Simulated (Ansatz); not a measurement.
A series at Al: from `[Br][Al]([Br])[Br]`, ligands are replaced one by one, each step taking up NH₃ and setting free HBr; n counts the steps. Ansatz, PBE0-D4/def2-TZVP geometries. Each molecule was computed in one conformer, which needn't be the lowest.

| n | molecule | HOMO energy, ωB97M-V/def2-TZVPP (eV) |
| --- | --- | --- |
| 0 | `[Br][Al]([Br])[Br]` | -10.82 |
| 1 | `[NH2][Al]([Br])[Br]` | ? |
| 2 | `[NH2][Al]([NH2])[Br]` | -9.69 |
| 3 | `[NH2][Al]([NH2])[NH2]` | -9.14 |

Task: By hand: fit a straight line y = ȳ + b (n − n̄) to the 3 given rows and predict n = 1.

Result: n̄ = 1.667, ȳ = -9.883; Σ(n − n̄)(y − ȳ) = 2.617, Σ(n − n̄)² = 4.667, so b = 0.561 eV a step. Prediction: -9.883 + (0.561) × (-0.667) = -10.26 eV.

Task: By hand: compare with the computed value, -10.37 eV, and give the steps along the whole series.

Result: The line misses by -0.11 eV (computed minus predicted). Steps: 0.45, 0.68, 0.55 eV.

The steps differ by up to 0.23 eV without a steady trend. The highest orbital can change its character along such a series. The miss is 6.5 % of the series' range.

Spin–orbit coupling is left out; it splits and shifts lone-pair levels of the heavy atoms by tenths of an eV.
